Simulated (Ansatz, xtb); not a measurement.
**CH5InO3: where a starting geometry ends**

The starting geometry of this gas-phase singlet was built from a drawn formula by distance geometry; its bonds are those of `OC(O)[O][InH2]`.

```xyz
10

C    -0.7233    0.1092   -0.8293
In    1.9867    1.2892   -0.1623
O    -1.8001    0.1701    0.0843
O    -0.9251   -1.0020   -1.6290
O     0.4273   -0.1140   -0.0668
H    -1.6574    0.9581    0.6587
H    -0.7128    1.0294   -1.3938
H    -1.0441   -0.8403   -2.5293
H     1.3279    2.6919   -0.7205
H     3.0967    0.6503    1.0985
```

Predict what it relaxes into with r2SCAN-D4/def2-SVP.

A new bond forms, giving a structure given below by its coordinates. Distances that change by over a tenth: C1–O4 (1.38 → 1.54 Å). Contacts that close: In2–O4 (3.98 → 2.29 Å).

The energy falls by 1.29 eV over 28 steps:

| step | E − E(last) (eV) |
| --- | --- |
| 1 | 1.291 |
| 4 | 0.782 |
| 7 | 0.646 |
| 10 | 0.498 |
| 13 | 0.279 |
| 16 | 0.101 |
| 19 | 0.012 |
| 22 | 0.001 |
| 25 | 0.000 |
| 28 | 0.000 |

Final geometry (Å):

```xyz
10

C    -0.9757    0.6419   -0.5498
In    1.7362    0.9901   -0.3756
O    -1.9848   -0.1315   -0.0477
O     0.0433   -0.2656   -1.2745
O    -0.2414    1.2624    0.3575
H    -1.6675   -0.4335    0.8197
H    -1.4171    1.2594   -1.3643
H    -0.2652   -0.5279   -2.1552
H     2.1089    2.1366   -1.5989
H     2.6392    0.0102    0.6996
```

From the same start GFN2-xTB reaches the same bonding as this run.

The end wasn't checked by frequencies. Atoms past krypton carry core potentials, without spin–orbit terms. Run with Ansatz 0.2.0, 67 s on 2 threads of Arm Neoverse V2 (shared host).
